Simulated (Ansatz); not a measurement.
`[AlH2][CH]1C[SiH2]1`, relaxed with RKS PBE-D4/def2-SVP in Ansatz from a rough embedded geometry. The force threshold is 0.03 eV/Å; the program also tests the step.

The species carries charge 0 and has multiplicity 1.

Start:

```xyz
11

Al    1.725   -0.306   -0.705
C    -0.086    0.366   -0.624
C    -1.090   -0.584   -0.097
Si   -0.631    0.808    1.159
H     2.637   -0.507    0.640
H     2.437   -0.701   -2.139
H    -0.481    1.159   -1.336
H    -0.772   -1.548    0.122
H    -2.136   -0.402   -0.582
H    -1.735    1.660    1.341
H     0.132    0.053    2.221
```

(1) By how much does the energy fall, and how many steps does the optimiser take? (An estimate is asked.)

(2) Which bonds change most? (An estimate is asked.)

(3) Give the relaxed structure. (Best estimate.)

Results:

(1) Ansatz gave: 19.03 kcal/mol, in 13 steps, 1 of them rejected.

(2) The calculation gave: Si4–H10 from 1.406 to 1.493 Å; C3–H8 from 1.038 to 1.105 Å; C3–H9 from 1.167 to 1.104 Å; C3–Si4 from 1.930 to 1.871 Å.

(3) Ansatz gave: 
```xyz
11

Al    1.745   -0.291   -0.697
C    -0.156    0.035   -0.748
C    -1.266   -0.688    0.019
Si   -0.565    0.748    0.994
H     2.324   -1.428    0.275
H     2.700    0.687   -1.531
H    -0.507    0.739   -1.528
H    -1.045   -1.704    0.393
H    -2.293   -0.592   -0.374
H    -1.303    2.044    1.073
H     0.366    0.450    2.126
```
